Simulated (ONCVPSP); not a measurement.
# germanium, ONCV: configuration errors across variants

ONCVPSP 4.0.1 input, shortened (lines: element, Z, core and valence counts, functional; n l f; lmax; l rc ep ncon nbas qcut; lloc lpopt rc5 dvloc0; l nproj debl; icmod fcfact rcfact), PBEsol, scalar-relativistic:

```
  Ge 32.00    3    5  -116133      upf
    1    0    2.00
    2    0    2.00
    2    1    6.00
    3    0    2.00
    3    1    6.00
    3    2   10.00
    4    0    2.00
    4    1    1.00
    2
    0    0.95    0.00    4    7   16.80
    1    1.30    0.00    4    9   11.40
    2    0.95    0.00    4    9   17.80
    4    3    0.65    6.00
    0    3    2.10
    1    2    0.60
    2    2    0.40
    0    0.00    0.00
```

In the d channel the program set the typed energies aside and used -1.409, 0.250 Ha.

All-electron excitation energies from the reference (eV): (1) 3s2 3p6 3d10 4s2 4p2 -7.453; (2) 3s2 3p6 3d10 4s2 4p0 15.449; (3) 3s2 3p6 3d10 4s1 4p0 50.238; (4) 3s2 3p6 3d9 4s2 4p2 31.238.

2 further variants failed, have other tests or another functional or relativity, and are left out.

Errors AE − PS in meV (a dash: test not solved or not reliable):

| change | (1) | (2) | (3) | (4) | bound ghosts | GHOST(+) flags above zero |
| --- | --- | --- | --- | --- | --- | --- |
| base | +0.8 | -1.7 | -3.9 | +27 | none | none |
| local potential polynomial inside 0.60 bohr (lpopt 5, dvloc0 -1 Ha) | +0.8 | -1.7 | -3.9 | +29 | none | s |
| core correction Teter function, fcfact 4.25, rcfact 1.55 | +0.8 | -1.7 | -4.0 | +27 | none | none |

(1) Give the same row for: s: rc 1.32.

Results:

(1) +0.8, -1.7, -4.9, +30; bound ghosts: none; GHOST(+) flags above zero: none.
